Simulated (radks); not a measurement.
Question: Neutral neon, [Ne]. All-electron calculation, non-relativistic Kohn-Sham, exchange-only PBE, spin-polarised, spherical densities, point nucleus. Program: a radial shooting solver on a logarithmic mesh with Libxc functionals. Every spin shell is full or empty, so the densities are truly spherical. Functionals are evaluated on that one density, not self-consistently. Rank these orbital-free kinetic functionals by their error against the exact value of the orbitals, and give that value: Thomas-Fermi, TF + vW, LC94, APBEK, revAPBEK, LKT, PG1, DePristo-Kress, Ernzerhof.

Answer: Exact: 128.520 hartree. From best to worst, with 100 (|E| - |E exact|)/|E exact| (equal figures are ties): APBEK -0.06, Ernzerhof +0.11, LC94 -0.21, revAPBEK +0.41, DePristo-Kress -0.45, Thomas-Fermi -8.59, PG1 +29.99, LKT +36.52, TF + vW +61.68.
